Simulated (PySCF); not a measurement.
BrH₆NSi₂.
InChI=1S/BrH6NSi2/c1-3-4-2/h2-4H2

Method used: EOM-IP-CCSD/aug-cc-pVDZ in PySCF, restricted Hartree–Fock reference, frozen core, non-relativistic, gas phase, PBE0-D3(BJ)/def2-SVP geometry.

Hartree–Fock orbital energies give these Koopmans values (eV): HOMO 10.38, HOMO-1 11.27, HOMO-2 11.31, HOMO-3 12.31, HOMO-4 13.19, HOMO-5 13.59, HOMO-6 13.97, HOMO-7 15.26.

What vertical ionisation energies does EOM-IP-CCSD give?

| leading hole (HF orbital) | Koopmans (eV) | EOM-IP-CCSD (eV) | change (eV) | one-hole share |
| --- | --- | --- | --- | --- |
| HOMO | 10.38 | 9.58 | -0.80 | 0.95 |
| HOMO-2 | 11.31 | 10.26 | -1.05 | 0.95 |
| HOMO-1 | 11.27 | 10.58 | -0.69 | 0.95 |
| HOMO-3 | 12.31 | 11.55 | -0.76 | 0.95 |
| HOMO-4 | 13.19 | 12.31 | -0.88 | 0.94 |
| HOMO-5 | 13.59 | 12.74 | -0.85 | 0.94 |
| HOMO-6 | 13.97 | 13.04 | -0.93 | 0.94 |
| HOMO-7 | 15.26 | 14.00 | -1.26 | 0.93 |

Does the order of the lines follow the orbital energies?

No: the HOMO-2 hole (10.26 eV) falls below the HOMO-1 hole (10.58 eV). The corrections run from -1.26 to -0.69 eV, with a mean of -0.90 eV over the 8 lines; no line lies above its Koopmans value.

At what kinetic energies would He I light (21.22 eV) eject these electrons?

11.64 eV (HOMO), 10.96 eV (HOMO-2), 10.64 eV (HOMO-1), 9.67 eV (HOMO-3), 8.91 eV (HOMO-4), 8.48 eV (HOMO-5), 8.18 eV (HOMO-6), 7.22 eV (HOMO-7).

One root was sought for each valence orbital with −ε under 21 eV, eight at most, so deeper holes and satellites are missing; no vibrational structure.

On an Intel Xeon Platinum 8488C with one thread, on a shared host, this took 4.1 min of wall time and 3.0 GiB of memory at its peak.

The values belong to the conformer `[NH2:1][SiH2:2][SiH2:3][Br:4]`: N1–Si2–Si3–Br4 52°, H–N1–Si2–Si3 174°, H–N1–Si2–Si3 -47°.
